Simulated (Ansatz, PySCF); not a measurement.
GaCl, SMILES [Cl][Ga] (connectivity only; charge and spin as stated), neutral, multiplicity 1. Atoms are numbered in the order given.

```xyz
2

Ga     0.0000     0.0000    -0.7819
Cl     0.0000     0.0000     1.4337
```

Geometry: PBE0-D3(BJ)/def2-TZVP.

Two levels are set side by side: PBE-D3(BJ)/def2-TZVP (Ansatz, a quantum-chemistry and plane-wave program) and PBE0-D3(BJ)/def2-TZVP (Ansatz). Each level has its own optimised geometry; the coordinates shown are those of the second. Frequencies come from the Hessian of PySCF at each geometry. Differences are taken from unrounded values.

```tsv
quantity	PBE0-D3(BJ)	PBE-D3(BJ)	PBE-D3(BJ) minus PBE0-D3(BJ)
bond Ga1–Cl2 (Å)	2.216	2.235	0.019
highest harmonic wavenumber (cm⁻¹)	364	352	-13
mean harmonic wavenumber (cm⁻¹)	364	352	-13
zero-point energy (kcal/mol)	0.52	0.50	-0.02
```
